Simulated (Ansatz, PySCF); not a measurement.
CH$_{4}$BrInO (SMILES C[O][InH][Br]), singlet, at a GFN2-xTB geometry (such geometries of metal compounds can be far from the true shape) (all electrons, no relativity). Base run: CASSCF(4,6)/STO-3G (PySCF).

The PySCF input:
```python
from pyscf import gto, scf, mcscf
import numpy

mol = gto.M(
    atom='''
In   -0.73769868   -0.44365677    0.18079532
H    -2.08255273   -1.06928735    0.99707173
Br    1.11511138    1.07437123    0.79940783
O    -0.61917872   -1.06333989   -1.68409071
C     0.37296286   -0.72717625   -2.61942044
H     0.87589286   -1.64010651   -2.95387013
H    -0.09516771   -0.24017421   -3.48076800
H     1.13581735   -0.04446665   -2.21142999
''',
    basis='sto-3g',
    verbose=3,
)

mf = scf.RHF(mol)
mf.kernel()
mc = mcscf.CASSCF(mf, 6, 4)
mc.fix_spin_(ss=0.0)
mc.kernel()
occ = numpy.linalg.eigvalsh(mc.fcisolver.make_rdm1(mc.ci, mc.ncas, mc.nelecas))[::-1]
ss = mc.fcisolver.spin_square(mc.ci, mc.ncas, mc.nelecas)[0]
print('natural occupations', occ.round(4), ' <S^2>', round(ss, 4))
```

Programs used: Ansatz (a quantum-chemistry and plane-wave program), PySCF; a row that names a program was run with it.

Variants of this job, named by their change:

```tsv
change	ΔE vs base (kcal/mol)	natural occupations	<S^2> of the state	outcome
base	0.000	1.97 1.97 0.03 0.03 0.00 0.00	0.00	converged
code = ansatz; correction = SC-NEVPT2, all electrons	-61.46	-	-	converged
active space = 6 electrons, 4 orbitals	-	-	-	not converged
orbitals = fixed (CASCI); correction = SC-NEVPT2	-57.69	1.99 1.99 0.01 0.01 0.00 0.00	0.00	converged
code = ansatz	-6.79	-	-	converged
correction = SC-NEVPT2	-60.89	1.97 1.97 0.03 0.03 0.00 0.00	0.00	converged
active space = 8 electrons, 8 orbitals	-	-	-	not converged
state_average = 2 states	1.87	-	-	converged
active space = 6 electrons, 7 orbitals	-19.35	1.97 1.97 1.96 0.04 0.03 0.03 0.00	0.00	converged
active space = 8 electrons, 7 orbitals	-4.69	2.00 1.98 1.97 1.96 0.04 0.03 0.01	0.00	converged
conv_tol = 1e-5	0.113	1.97 1.97 0.03 0.03 0.00 0.00	0.00	converged
```

Active orbitals are taken around the Fermi level unless the row says otherwise; CASSCF can end in different local minima, and two programs can end on different orbitals. State-averaged rows give the lowest state.
